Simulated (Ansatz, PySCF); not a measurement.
Si(Me)(Cl)3 (CH₃Cl₃Si), SMILES C[Si](Cl)(Cl)Cl.

Geometry optimised at B3LYP-D3(BJ)/def2-SVP. The isomer is the one that the SMILES or the coordinates give; other isomers of the formula were not compared.

Vertical ionisation energy (IE) and electron affinity (EA) in eV. Rows of orbital energies are one-electron estimates. Where ΔSCF, EOM or ADC give a negative EA the extra electron is unbound and the value depends on the basis.

```json
[
 {"level": "−ε(HOMO), −ε(LUMO), ωB97X/def2-TZVP (PySCF)", "IE": "11.62", "EA": "-2.16"},
 {"level": "−ε(HOMO), −ε(LUMO), PBE/def2-TZVP (PySCF)", "IE": "7.74", "EA": "1.08"},
 {"level": "ΔSCF, CAM-B3LYP/def2-SVPD (Ansatz), final states of multiplicity 2 and 2", "IE": "11.58", "EA": "-1.00"},
 {"level": "ΔSCF, PBE/def2-SVPD (Ansatz), final states of multiplicity 2 and 2", "IE": "10.70", "EA": "-0.65"}
]
```

Task: What vertical singlet–triplet gap does ΔSCF give with CAM-B3LYP/def2-SVPD (Ansatz, a quantum-chemistry and plane-wave program) and with PBE/def2-SVPD (Ansatz)? (An estimate is asked for; the answer gives what the named calculation found.)

Result: 7.57 and 6.53 eV (triplet above singlet where positive).
